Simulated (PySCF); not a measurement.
Harmonic spectrum computed at PBE0 in the def2-TZVP basis family (core potentials from Rb on, PySCF, no spin–orbit coupling):

| symmetry | ω (cm⁻¹) | IR (km/mol, summed over degenerate members) |
| --- | --- | --- |
| e | 226 | 9.8 |
| a1 | 273 | 21.4 |
| e | 755 | 162 |
| a1 | 765 | 36.2 |

**Question.** Which molecule gave it? In each, all ligands are bound to the one heavy central atom.
A. HfF₃⁺ (singlet)
B. PbF₃⁺ (singlet)
C. TiF₃⁺ (singlet)
D. SeF₃⁺ (singlet)
E. TeF₃⁺ (singlet)

**Answer.** E. It has C3v symmetry with Te–F 1.812 Å (×3).
